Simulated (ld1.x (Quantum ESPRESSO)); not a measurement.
## aluminium: one change to an RRKJ potential, before and after

| Item | Value |
| --- | --- |
| Element | Al (Z = 13) |
| Generator | ld1.x (Quantum ESPRESSO) 7.5 |
| Type | norm-conserving RRKJ (Kleinman–Bylander form) |
| Functional | PBEsol |
| Relativity | scalar-relativistic |
| Frozen core | [Ne] |
| Valence charge | 3 |
| Reference configuration | 3s2 3p1 |
| Partial waves | 3s (bound): rc 2.35 bohr; 3p (bound): rc 2.30 bohr; 3d channel at -0.2 Ry: rc 2.40 bohr |
| Local potential | all-electron potential smoothed inside 2.20 bohr (lloc = -1) |
| Core correction | a·sin(br)/r model core inside 2.15 bohr |

Change: wave 3s (bound): rc 2.35 bohr becomes 3s (bound): rc 2.84 bohr.

Cutoffs: the cutoffs (Ry, on a coarse ladder) from which the occupation-weighted sum of valence levels, in a spherical-Bessel basis at the reference potential, stays within 10 and 1 mRy of its value at 400 Ry; they do not see the model core or the augmentation charge, which bear on the density cutoff. Errors are all-electron minus pseudo energies relative to the spin-unpolarised reference configuration.

Question: Predict the effect on cutoff, ghosts and configuration errors.

Answer: The potential gets softer (12 Ry and 18 Ry → 10 Ry and 15 Ry); of the 7 tests that both files solve, the error grows in 0 and shrinks in 4 by more than 15 % and 0.3 meV (median size 2.8 → 0.9 meV); neither file shows a bound ghost. A larger radius leaves more room for a smooth pseudo-wave, so fewer plane waves are needed. That the errors move this way runs against the usual rule that smaller radii transfer better.

```csv
quantity,base,changed
"cutoff, loose",12 Ry,10 Ry
"cutoff, tight",18 Ry,15 Ry
loose cutoff by channel (10 mRy a level),"s 10 Ry, p 6 Ry","s 8 Ry, p 6 Ry"
bound ghosts,none,none
"error for 3s2 3p0, meV [ΔE 5.74 eV]",-0.9,+0.5
"error for 3s1 3p0, meV [ΔE 24.91 eV]",+9.9,+8.5
"error for 3s2 3p0.5, meV [ΔE 2.07 eV]",-0.1,+0.1
"error for 3s1 3p2, meV [ΔE 5.12 eV]",+2.8,-0.9
"error for 3s0 3p3, meV [ΔE 10.41 eV]",+14,-1.0
"error for 3s1 3p1, meV [ΔE 11.53 eV]",+6.3,+2.1
"error for 3s2 3p1.3, meV [ΔE -0.57 eV]",0.0,0.0
```
